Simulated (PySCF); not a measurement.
PySCF job for ClH3OSiTe, SMILES [SiH3]O[Te]Cl, TDDFT-B3LYP/def2-SVPD. Geometry optimised at B3LYP-D3(BJ)/def2-SVP. This is a generated structure with no PubChem entry under its InChIKey; it may be hypothetical. The def2 effective core potentials stand for the cores of Te; spin–orbit coupling is left out. Other conformers were not sampled.

```python
import numpy as np
from pyscf import gto, scf, dft, tdscf

mol = gto.M(
    atom='''
    Te    0.39130878   -0.00905478    0.77844081
    Cl    0.83289157    1.80612373   -0.71922715
    O    -0.34863059   -1.32221504   -0.51826237
    Si   -1.79236995   -1.16107146   -1.37374330
    H    -2.87683536   -0.66325592   -0.47767560
    H    -2.12184788   -2.51922460   -1.88218171
    H    -1.62630587   -0.21805342   -2.51369805
    ''',
    basis='def2-SVPD',
    ecp={'Te': 'def2-svp'},
    charge=0,
    spin=0,
    max_memory=1600,
    verbose=4,
)
mf = dft.RKS(mol, xc='b3lyp').density_fit(auxbasis='def2-universal-jkfit')
mf.grids.level = 3
mf.conv_tol = 1e-9
mf.max_cycle = 100
mf.kernel()
mf.grids = dft.Grids(mol).set(level=1).build(with_non0tab=True)  # coarser grid for the response kernel
td = tdscf.TDDFT(mf)
td.singlet = True
td.nstates = 10
td.conv_tol = 1e-4
td.positive_eig_threshold = 1e-6
td.kernel(x0=td.get_init_guess(mf, 15))
td.analyze()
tt = tdscf.TDA(mf)
tt.singlet = False
tt.nstates = 4
tt.conv_tol = 1e-4
tt.positive_eig_threshold = 1e-6
tt.kernel(x0=tt.get_init_guess(mf, 9))
tt.analyze(verbose=3)
```

It prints:

```
PySCF version 2.14.0

[INPUT] verbose = 4
[INPUT] num. atoms = 7
[INPUT] num. electrons = 66
[INPUT] charge = 0
[INPUT] spin (= nelec alpha-beta = 2S) = 0
[INPUT] symmetry False subgroup None
[INPUT] Mole.unit = angstrom
[INPUT] Symbol           X                Y                Z      unit          X                Y                Z       unit  Magmom
[INPUT]  1 Te     0.391308780000  -0.009054780000   0.778440810000 AA    0.739466424338  -0.017111054318   1.471039935085 Bohr   0.0
[INPUT]  2 Cl     0.832891570000   1.806123730000  -0.719227150000 AA    1.573936958759   3.413079196778  -1.359142334851 Bohr   0.0
[INPUT]  3 O     -0.348630590000  -1.322215040000  -0.518262370000 AA   -0.658816333746  -2.498624303381  -0.979373939968 Bohr   0.0
[INPUT]  4 Si    -1.792369950000  -1.161071460000  -1.373743300000 AA   -3.387088319400  -2.194107070449  -2.595998602456 Bohr   0.0
[INPUT]  5 H     -2.876835360000  -0.663255920000  -0.477675600000 AA   -5.436430935865  -1.253372039296  -0.902676060387 Bohr   0.0
[INPUT]  6 H     -2.121847880000  -2.519224600000  -1.882181710000 AA   -4.009711371189  -4.760644540267  -3.556807948566 Bohr   0.0
[INPUT]  7 H     -1.626305870000  -0.218053420000  -2.513698050000 AA   -3.073272689073  -0.412061244325  -4.750200874353 Bohr   0.0

nuclear repulsion = 319.907786985641
number of shells = 55
number of NR pGTOs = 220
number of NR cGTOs = 133
basis = def2-SVPD
ecp = {'Te': 'def2-svp'}


[settings echo left out]
init E= -1066.54444278306
  HOMO = -0.687411317958838  LUMO = -0.603372106552594  gap/eV = 2.28682
cycle= 1 E= -1088.55902038247  delta_E=  -22  |g|= 3.59  |ddm|= 11.1
  HOMO = -0.100392779588809  LUMO = -0.0920036068376104  gap/eV = 0.22828
cycle= 2 E= -940.446565735829  delta_E=  148  |g|= 12.8  |ddm|=  112
  HOMO = -0.145472439823309  LUMO = -0.105347762523159  gap/eV = 1.09185
cycle= 3 E= -1091.53159432711  delta_E= -151  |g|= 2.66  |ddm|=  110
  HOMO = -0.18442447307474  LUMO = -0.119670953183748  gap/eV = 1.76203
cycle= 4 E= -1094.21299333607  delta_E= -2.68  |g|= 1.21  |ddm|= 7.36
  HOMO = -0.20639924738498  LUMO = -0.138378669764194  gap/eV = 1.85093
cycle= 5 E= -1094.23833697673  delta_E= -0.0253  |g|= 1.23  |ddm|= 2.44
  HOMO = -0.197315010287902  LUMO = -0.0949478790473155  gap/eV = 2.78555
cycle= 6 E= -1094.56811892702  delta_E= -0.33  |g|= 0.372  |ddm|=  1.5
  HOMO = -0.223809117350797  LUMO = -0.103986192737092  gap/eV = 3.26055
cycle= 7 E= -1094.60540660562  delta_E= -0.0373  |g|= 0.15  |ddm|= 0.585
  HOMO = -0.228418088497151  LUMO = -0.109101457392041  gap/eV = 3.24677
cycle= 8 E= -1094.61171506002  delta_E= -0.00631  |g|= 0.0366  |ddm|= 0.211
  HOMO = -0.234475613668202  LUMO = -0.113360010776069  gap/eV = 3.29572
cycle= 9 E= -1094.61223959335  delta_E= -0.000525  |g|= 0.0101  |ddm|= 0.0761
  HOMO = -0.233894546699808  LUMO = -0.112949297439274  gap/eV = 3.29109
cycle= 10 E= -1094.61227378586  delta_E= -3.42e-05  |g|= 0.00298  |ddm|= 0.0186
  HOMO = -0.233850549235079  LUMO = -0.112874928370361  gap/eV = 3.29191
cycle= 11 E= -1094.61227660448  delta_E= -2.82e-06  |g|= 0.000543  |ddm|= 0.00423
  HOMO = -0.233867033426769  LUMO = -0.112882744507339  gap/eV = 3.29215
cycle= 12 E= -1094.61227671391  delta_E= -1.09e-07  |g|= 9.79e-05  |ddm|= 0.00111
  HOMO = -0.233865879348748  LUMO = -0.11288234341687  gap/eV = 3.29213
cycle= 13 E= -1094.61227671693  delta_E= -3.02e-09  |g|= 3.2e-05  |ddm|= 0.00017
  HOMO = -0.233863951704286  LUMO = -0.112881629897591  gap/eV = 3.29210
cycle= 14 E= -1094.61227671728  delta_E= -3.47e-10  |g|= 5.31e-06  |ddm|= 5.19e-05
  HOMO = -0.233864311659417  LUMO = -0.112882107008956  gap/eV = 3.29209
Extra cycle  E= -1094.61227671728  delta_E= 1.14e-12  |g|= 6.47e-06  |ddm|= 1.38e-05
converged SCF energy = -1094.61227671728
tot grids = 33352
Overwritten attributes  positive_eig_threshold  of <class 'pyscf.tdscf.rks.TDDFT'>


******** <class 'pyscf.tdscf.rks.TDDFT'> for <class 'pyscf.df.df_jk.DFRKS'> ********
nstates = 10 singlet
deg_eia_thresh = 1.000e-03
wfnsym = None
conv_tol = 0.0001
eigh lindep = 1e-12
eigh level_shift = 0
eigh max_cycle = 100


Excitation energies (eV)
[2.19157897 2.76489512 4.84978134 4.88582103 5.14159262 5.21304318
 5.38731214 5.44572979 5.6913789  5.79574028]

** Singlet excitation energies and oscillator strengths **
Excited State   1:      2.19158 eV    565.73 nm  f=0.0005
      33 -> 34       -0.70704
Excited State   2:      2.76490 eV    448.42 nm  f=0.0003
      33 -> 35        0.70555
Excited State   3:      4.84978 eV    255.65 nm  f=0.0059
      29 -> 34       -0.12745
      30 -> 34       -0.19457
      31 -> 34       -0.65290
      32 -> 34        0.11880
Excited State   4:      4.88582 eV    253.76 nm  f=0.0081
      29 -> 34        0.14789
      30 -> 34       -0.20006
      31 -> 34        0.14434
      31 -> 35       -0.15102
      32 -> 34        0.62400
Excited State   5:      5.14159 eV    241.14 nm  f=0.0013
      29 -> 34        0.18310
      30 -> 34       -0.25856
      32 -> 35       -0.61317
Excited State   6:      5.21304 eV    237.83 nm  f=0.0061
      29 -> 34        0.31756
      30 -> 34       -0.45630
      31 -> 35        0.16867
      32 -> 34       -0.19889
      32 -> 35        0.33430
Excited State   7:      5.38731 eV    230.14 nm  f=0.0411
      33 -> 36        0.69533
Excited State   8:      5.44573 eV    227.67 nm  f=0.0041
      29 -> 34       -0.55947
      30 -> 34       -0.32268
      31 -> 34        0.20552
      31 -> 35        0.14506
      33 -> 36       -0.10477
Excited State   9:      5.69138 eV    217.85 nm  f=0.0514
      28 -> 34       -0.17052
      29 -> 35       -0.16486
      30 -> 34       -0.13972
      30 -> 35        0.24917
      31 -> 35       -0.55623
      32 -> 34       -0.17700
Excited State  10:      5.79574 eV    213.92 nm  f=0.0058
      28 -> 34       -0.15458
      29 -> 35        0.20944
      30 -> 34       -0.10440
      30 -> 35       -0.59667
      31 -> 35       -0.23442

** Transition electric dipole moments (AU) **
state          X           Y           Z        Dip. S.      Osc.
  1         0.0989     -0.0140     -0.0128      0.0101      0.0005
  2        -0.0191     -0.0349     -0.0554      0.0047      0.0003
  3        -0.0837     -0.0163     -0.2053      0.0494      0.0059
  4        -0.1217     -0.2291     -0.0188      0.0676      0.0081
  5         0.0276     -0.0519      0.0850      0.0107      0.0013
  6         0.1568      0.1188     -0.0964      0.0480      0.0061
  7         0.5066     -0.2177     -0.0837      0.3111      0.0411
  8        -0.1565     -0.0807      0.0085      0.0311      0.0041
  9         0.3746      0.3970      0.2654      0.3683      0.0514
 10         0.1515      0.0957      0.0921      0.0406      0.0058

WARN: ECP detected. Skipping calculation of transition velocity and magnetic dipole moments, which have not yet been implemented.

Overwritten attributes  positive_eig_threshold  of <class 'pyscf.tdscf.rks.TDA'>


******** <class 'pyscf.tdscf.rks.TDA'> for <class 'pyscf.df.df_jk.DFRKS'> ********
nstates = 4 triplet
deg_eia_thresh = 1.000e-03
wfnsym = None
conv_tol = 0.0001
eigh lindep = 1e-12
eigh level_shift = 0
eigh max_cycle = 100


Excitation energies (eV)
[1.55332619 2.06095422 4.36314166 4.46520646]

** Triplet excitation energies and oscillator strengths **
Excited State   1:      1.55333 eV    798.19 nm  f=0.0000
Excited State   2:      2.06095 eV    601.59 nm  f=0.0000
Excited State   3:      4.36314 eV    284.16 nm  f=0.0000
Excited State   4:      4.46521 eV    277.67 nm  f=0.0000
```

Self-consistency was reached.

Cost: about 4 core-minutes (a rough figure).
